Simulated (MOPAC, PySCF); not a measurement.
H$_{2}$BBr, SMILES `BBr`, neutral singlet in the gas phase. 

Z-matrix (Å, degrees):
```
B
H 1 1.1835
H 1 1.1835 2 124.40
Br 1 1.9031 2 117.80 3 179.97
```
Charge 0, spin multiplicity 1.

All levels are single points at this geometry (B3LYP-D3(BJ)/def2-TZVP); Pople sets use spherical d functions. Orbital energies aren't observables, and empty levels follow the basis.

PM3 in MOPAC gives gap (eV) = 11.08.

Problem. Estimate the gap (eV) from each of these levels: B3LYP-D3(BJ)/def2-TZVP in PySCF; B3LYP/6-31G* in PySCF; PBE/6-31G* in PySCF; AM1 in MOPAC; PM6 in MOPAC.

Solution. 
```json
[
 {"level": "B3LYP-D3(BJ)/def2-TZVP in PySCF", "gap (eV)": "5.76"},
 {"level": "B3LYP/6-31G* in PySCF", "gap (eV)": "5.91"},
 {"level": "PBE/6-31G* in PySCF", "gap (eV)": "4.06"},
 {"level": "AM1 in MOPAC", "gap (eV)": "11.29"},
 {"level": "PM6 in MOPAC", "gap (eV)": "9.45"}
]
```
